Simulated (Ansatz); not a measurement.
`COc1ccc(-c2ccc(-c3ccc(-c4ccc(-c5ccc(C(F)=C(F)F)cc5)s4)s3)s2)cc1`. Charge 0, multiplicity 3. Geometry PBE-D4/def2-SVP, that of the neutral singlet; atoms count from 1.

Cartesian coordinates in Å:
```
C -8.773 7.646 0.745
O -8.137 6.916 -0.286
C -7.181 6.011 0.056
C -6.584 5.302 -1.010
C -5.598 4.352 -0.758
C -5.158 4.070 0.562
C -4.123 3.074 0.832
C -3.763 2.482 2.042
C -2.704 1.550 1.930
C -2.227 1.405 0.626
C -1.171 0.562 0.127
C -0.818 0.275 -1.195
C 0.285 -0.601 -1.307
C 0.805 -1.006 -0.075
C 1.917 -1.878 0.203
C 2.356 -2.390 1.427
C 3.501 -3.212 1.315
C 3.968 -3.354 0.008
C 5.110 -4.113 -0.486
C 6.084 -4.627 0.408
C 7.184 -5.352 -0.046
C 7.368 -5.599 -1.431
C 8.496 -6.345 -1.981
F 8.515 -6.485 -3.328
C 9.539 -6.923 -1.330
F 9.708 -6.904 -0.013
F 10.511 -7.576 -1.944
C 6.400 -5.088 -2.329
C 5.301 -4.367 -1.866
S 2.959 -2.431 -1.090
S -0.094 -0.265 1.235
S -3.108 2.462 -0.458
C -5.763 4.794 1.614
C -6.760 5.747 1.377
H -9.509 8.308 0.251
H -8.052 8.272 1.317
H -9.309 6.978 1.457
H -6.923 5.515 -2.034
H -5.161 3.799 -1.605
H -4.277 2.702 2.988
H -2.301 0.972 2.773
H -1.368 0.685 -2.053
H 0.697 -0.951 -2.264
H 1.841 -2.177 2.375
H 3.970 -3.714 2.172
H 5.986 -4.437 1.487
H 7.913 -5.724 0.684
H 6.519 -5.270 -3.406
H 4.560 -3.998 -2.593
H -5.435 4.622 2.650
H -7.197 6.287 2.228
```

Single mean-field runs in def2-SVP are fitted with def2-universal-jkfit. At PBE0-D4/def2-SVP a singlet of charge 0 lies 1.82 eV below the triplet at the same geometry.

Problem. Estimate the Mulliken populations of the heavy atoms from the PBE0/def2-SVP orbitals of Ansatz.

Solution. 
| atom | charge (e) | spin (α − β) |
| --- | --- | --- |
| C1 | 0.09 | 0.00 |
| O2 | -0.34 | 0.02 |
| C3 | 0.21 | 0.09 |
| C4 | -0.04 | -0.05 |
| C5 | -0.05 | 0.08 |
| C6 | 0.06 | -0.08 |
| C7 | -0.09 | 0.28 |
| C8 | -0.01 | -0.11 |
| C9 | -0.02 | 0.26 |
| C10 | -0.08 | -0.05 |
| C11 | -0.07 | 0.33 |
| C12 | -0.01 | 0.04 |
| C13 | -0.02 | 0.13 |
| C14 | -0.07 | 0.28 |
| C15 | -0.08 | 0.02 |
| C16 | -0.02 | 0.25 |
| C17 | -0.01 | -0.11 |
| C18 | -0.09 | 0.31 |
| C19 | 0.07 | -0.10 |
| C20 | -0.04 | 0.11 |
| C21 | -0.02 | -0.08 |
| C22 | -0.04 | 0.15 |
| C23 | 0.18 | -0.06 |
| F24 | -0.21 | 0.00 |
| C25 | 0.34 | 0.09 |
| F26 | -0.17 | 0.01 |
| F27 | -0.15 | 0.01 |
| C28 | -0.03 | -0.09 |
| C29 | -0.05 | 0.13 |
| S30 | 0.09 | 0.05 |
| S31 | 0.09 | 0.05 |
| S32 | 0.10 | 0.03 |
| C33 | -0.04 | 0.10 |
| C34 | -0.10 | -0.05 |
Mulliken values depend strongly on the basis.

Problem. Where does the spin sit?

Solution. Summed by element: C 1.88, O 0.02, F 0.01, S 0.13, H -0.04, of 2 unpaired in all. Largest on single atoms: C11 0.33, C18 0.31, C14 0.28.

Problem. And the Mayer bond orders between heavy atoms (over 0.3)?

Solution. C1–O2 0.95 (1.42 Å); O2–C3 1.12 (1.36 Å); C3–C4 1.34 (1.41 Å); C3–C34 1.29 (1.41 Å); C4–C5 1.45 (1.39 Å); C5–C6 1.29 (1.42 Å); C6–C7 1.12 (1.46 Å); C6–C33 1.35 (1.41 Å); C7–C8 1.42 (1.39 Å); C7–S32 1.10 (1.75 Å); C8–C9 1.36 (1.42 Å); C9–C10 1.32 (1.40 Å); C10–C11 1.34 (1.44 Å); C10–S32 1.08 (1.75 Å); C11–C12 1.24 (1.40 Å); C11–S31 1.05 (1.75 Å); C12–C13 1.51 (1.41 Å); C13–C14 1.21 (1.40 Å); C14–C15 1.39 (1.44 Å); C14–S31 1.05 (1.75 Å); C15–C16 1.27 (1.40 Å); C15–S30 1.06 (1.75 Å); C16–C17 1.41 (1.41 Å); C17–C18 1.37 (1.40 Å); C18–C19 1.15 (1.46 Å); C18–S30 1.09 (1.75 Å); C19–C20 1.30 (1.42 Å); C19–C29 1.29 (1.42 Å); C20–C21 1.47 (1.39 Å); C21–C22 1.30 (1.42 Å); C22–C23 1.05 (1.46 Å); C22–C28 1.32 (1.42 Å); C23–F24 1.04 (1.36 Å); C23–C25 1.60 (1.36 Å); C25–F26 1.10 (1.33 Å); C25–F27 1.14 (1.32 Å); C28–C29 1.44 (1.39 Å); C33–C34 1.40 (1.40 Å).
